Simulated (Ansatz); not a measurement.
Ge₂₁H₂₈⁺, a nanocrystal cut from hexagonal germanium. Total charge 1; doublet. Geometry r2SCAN-D4/def2-SVP, that of the neutral singlet; atoms count from 1.

Cartesian coordinates in Å:
```
Ge -1.335 4.379 1.492
Ge -0.435 3.440 -0.570
Ge 3.590 1.756 0.974
Ge 4.498 0.864 -1.105
Ge 0.560 1.607 3.587
Ge -1.599 2.636 3.164
Ge 1.478 0.680 1.520
Ge -0.077 1.047 -0.326
Ge 3.015 -0.850 -1.981
Ge 0.827 0.124 -2.411
Ge -3.098 0.931 2.301
Ge -2.215 0.000 0.220
Ge -3.760 0.408 -1.613
Ge -0.718 -1.535 -3.295
Ge -2.874 -0.488 -3.700
Ge 1.831 -1.721 1.739
Ge 2.735 -2.633 -0.348
Ge -0.297 -2.763 2.285
Ge -1.843 -2.397 0.444
Ge 1.235 -4.321 -1.250
Ge -0.942 -3.310 -1.643
H -0.386 5.469 2.027
H -2.700 5.037 1.213
H 0.902 4.122 -0.924
H -1.409 3.694 -1.737
H 3.369 3.277 0.844
H 4.589 1.527 2.125
H 4.651 1.995 -2.140
H 5.895 0.266 -0.847
H 1.545 2.652 4.152
H 0.413 0.489 4.640
H -2.168 3.236 4.469
H 3.582 -1.443 -3.291
H 0.971 1.285 -3.426
H -4.490 1.537 2.030
H -3.273 -0.192 3.343
H -4.000 1.925 -1.750
H -5.116 -0.251 -1.292
H -0.147 -2.126 -4.604
H -2.713 0.645 -4.732
H -3.858 -1.522 -4.281
H 2.844 -1.980 2.878
H 4.113 -3.267 -0.048
H -0.867 -2.116 3.565
H -0.114 -4.271 2.556
H -3.191 -3.090 0.752
H 1.803 -4.877 -2.572
H 1.101 -5.495 -0.259
H -1.924 -4.378 -2.175
```

Single mean-field runs in def2-TZVP are fitted with def2-universal-jkfit.

(1) Estimate the Mulliken populations of the heavy atoms from the PBE0/def2-TZVP orbitals of Ansatz.

(2) Where does the spin sit?

(3) And the Mayer bond orders between heavy atoms (over 0.3)?

Answers

(1) 
```
atom  charge (e)  spin (α − β)
 Ge1        0.01          0.00
 Ge2        0.04         -0.01
 Ge3        0.05          0.06
 Ge4        0.02          0.03
 Ge5        0.07          0.00
 Ge6       -0.17          0.02
 Ge7       -0.29          0.12
 Ge8       -0.27          0.10
 Ge9       -0.11          0.07
Ge10        0.07          0.05
Ge11        0.07          0.00
Ge12       -0.29          0.12
Ge13        0.05          0.06
Ge14       -0.11          0.07
Ge15        0.02          0.03
Ge16        0.02          0.01
Ge17       -0.06          0.01
Ge18        0.00          0.05
Ge19        0.02          0.01
Ge20        0.01          0.03
Ge21       -0.06          0.01
```
Mulliken values depend strongly on the basis.

(2) Summed by element: Ge 0.82, H 0.18, of 1 unpaired in all. Largest on single atoms: Ge12 0.12, Ge7 0.12, Ge8 0.10.

(3) Ge1–Ge2 0.87 (2.44 Å); Ge1–Ge6 0.86 (2.43 Å); Ge2–Ge8 0.85 (2.43 Å); Ge3–Ge4 0.88 (2.44 Å); Ge3–Ge7 0.78 (2.43 Å); Ge4–Ge9 0.81 (2.43 Å); Ge5–Ge6 0.85 (2.43 Å); Ge5–Ge7 0.83 (2.44 Å); Ge6–Ge11 0.85 (2.43 Å); Ge7–Ge8 0.77 (2.44 Å); Ge7–Ge16 0.86 (2.44 Å); Ge8–Ge10 0.84 (2.45 Å); Ge8–Ge12 0.77 (2.44 Å); Ge9–Ge10 0.80 (2.43 Å); Ge9–Ge17 0.85 (2.43 Å); Ge10–Ge14 0.79 (2.43 Å); Ge11–Ge12 0.83 (2.44 Å); Ge12–Ge13 0.78 (2.43 Å); Ge12–Ge19 0.86 (2.44 Å); Ge13–Ge15 0.88 (2.44 Å); Ge14–Ge15 0.81 (2.43 Å); Ge14–Ge21 0.85 (2.43 Å); Ge16–Ge17 0.84 (2.45 Å); Ge16–Ge18 0.82 (2.43 Å); Ge17–Ge20 0.83 (2.43 Å); Ge18–Ge19 0.82 (2.43 Å); Ge19–Ge21 0.84 (2.45 Å); Ge20–Ge21 0.83 (2.43 Å).
